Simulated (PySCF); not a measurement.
Magnetisability: SMILES C1C(=C)CNC1=O, C₅H₇NO

Cartesian coordinates in Å; atom numbers follow the order of the lines, from 1:
```xyz
14

C     2.0455    0.0035    0.2768
C     0.7372   -0.0039    0.1006
C    -0.0938    1.1837   -0.3228
N    -1.4323    0.6575   -0.3760
C    -1.5667   -0.6461   -0.0520
O    -2.6065   -1.2600   -0.0370
C    -0.1800   -1.1759    0.2829
H     2.6345    0.8917    0.1262
H     2.5765   -0.8817    0.5795
H    -0.0163    2.0049    0.4014
H     0.2229    1.5654   -1.3018
H    -2.2230    1.2266   -0.6295
H     0.0701   -2.0091   -0.3762
H    -0.1689   -1.5570    1.3057
```

Computed with GIAO KT3/pcSseg-1 magnetisability, rotational g tensor and spin-rotation constants, non-relativistic, gas phase in PySCF. Geometry: GFN2-xTB.

Q: How diamagnetic is it, and how anisotropic?

A: Isotropic -867 × 10⁻³⁰ J/T², or -52.2 × 10⁻⁶ cm³/mol; principal values -999, -844, -757 × 10⁻³⁰ J/T², anisotropy 213 × 10⁻³⁰ J/T² (root of half the summed squared differences of the principal values). The susceptibility is in cgs units.

Q: Split it along the inertial axes a, b, c into diamagnetic and paramagnetic parts about the centre of mass, with the quadrupole moment.

A: 
| axis | χ (10⁻⁶ cm³/mol) | diamagnetic (10⁻⁶ cm³/mol) | paramagnetic (10⁻⁶ cm³/mol) | summed x² of all electrons (Å²) | quadrupole Θ (D Å) |
| --- | --- | --- | --- | --- | --- |
| a | -50.7 | -283.4 | 232.7 | 137.8 | -10.32 |
| b | -45.7 | -634.9 | 589.2 | 55.0 | +9.78 |
| c | -60.2 | -817.8 | 757.6 | 11.8 | +0.54 |

Anisotropies 2χaa − χbb − χcc = +4.5 and 2χbb − χaa − χcc = +19.5 × 10⁻⁶ cm³/mol. Θ is traceless in Buckingham's convention.

Q: And the rotational g tensor?

A: 
```tsv
axis	rotational constant (GHz)	g	nuclear part	electronic part
a	6.3337	-0.0530	0.6393	-0.6923
b	2.1441	-0.0349	0.5586	-0.5935
c	1.6344	-0.0113	0.5704	-0.5817
```
Asymmetric top; isotopes 12C, 1H, 14N, 16O; no vibrational averaging.
